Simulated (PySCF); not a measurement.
**Electron correlation in N⁺ (nitrogen, charge +1)**

[He] 2s2 2p2, high-spin 3P determinant. Computed with PySCF 2.14 in def2-TZVP, with the non-relativistic Hamiltonian (point nucleus). Frozen: 1s2; 4 electrons correlated.

MP2 pair energies summed by pair of shells (mhartree):

```json
{"pair": "2s-2p", "energy": "-43.06", "share (%)": "61.2"}
{"pair": "2s-2s", "energy": "-19.98", "share (%)": "28.4"}
{"pair": "2p-2p", "energy": "-7.37", "share (%)": "10.5"}
```

Total MP2 correlation energy: -70.40 mhartree.

Same-spin part -12.53 and opposite-spin part -57.87 mhartree; SCS-MP2 scales them by 1/3 and 6/5 to -73.62 mhartree.

```csv
level,correlation energy (mhartree)
CCSD,-91.62
(T),-1.57
CCSD(T),-93.19
```

Diagnostics: T1 = 0.0063, D1 = 0.0123, largest double amplitude 0.119.

Cost of the coupled-cluster step: 0.25 s of wall time on 1 thread of Neoverse-V2 (shared host), for 4 correlated electrons.

Iterations:

```
CC2 = 0
CCSD nocc = (np.int64(3), np.int64(1)), nmo = (30, 30)
frozen orbitals [[0], [0]]
max_cycle = 100
direct = 0
conv_tol = 1e-08
conv_tol_normt = 1e-06
diis_space = 8
diis_start_cycle = 0
Init t2, MP2 energy = -0.0704023802470098
Init E_corr(UCCSD) = -0.0704023802561669
cycle = 1  E_corr(UCCSD) = -0.0843973688292286  dE = -0.0139949886  norm(t1,t2) = 0.0404833
cycle = 2  E_corr(UCCSD) = -0.0885248458806296  dE = -0.00412747705  norm(t1,t2) = 0.0180369
cycle = 3  E_corr(UCCSD) = -0.0916725377794275  dE = -0.0031476919  norm(t1,t2) = 0.00901837
cycle = 4  E_corr(UCCSD) = -0.091608411089784  dE = 6.41266896e-05  norm(t1,t2) = 0.00103751
cycle = 5  E_corr(UCCSD) = -0.0916253410469035  dE = -1.69299571e-05  norm(t1,t2) = 0.000154382
cycle = 6  E_corr(UCCSD) = -0.0916211979195146  dE = 4.14312739e-06  norm(t1,t2) = 2.23154e-05
cycle = 7  E_corr(UCCSD) = -0.0916226445755429  dE = -1.44665603e-06  norm(t1,t2) = 5.46805e-06
cycle = 8  E_corr(UCCSD) = -0.0916222903610477  dE = 3.54214495e-07  norm(t1,t2) = 1.52623e-06
cycle = 9  E_corr(UCCSD) = -0.0916223165953365  dE = -2.62342888e-08  norm(t1,t2) = 2.74019e-07
cycle = 10  E_corr(UCCSD) = -0.0916223217678603  dE = -5.17252373e-09  norm(t1,t2) = 3.87603e-08
UCCSD converged
E(UCCSD) = -53.98362089708348  E_corr = -0.09162232176786025
UCCSD(T) correction = -0.00157305063566699
```
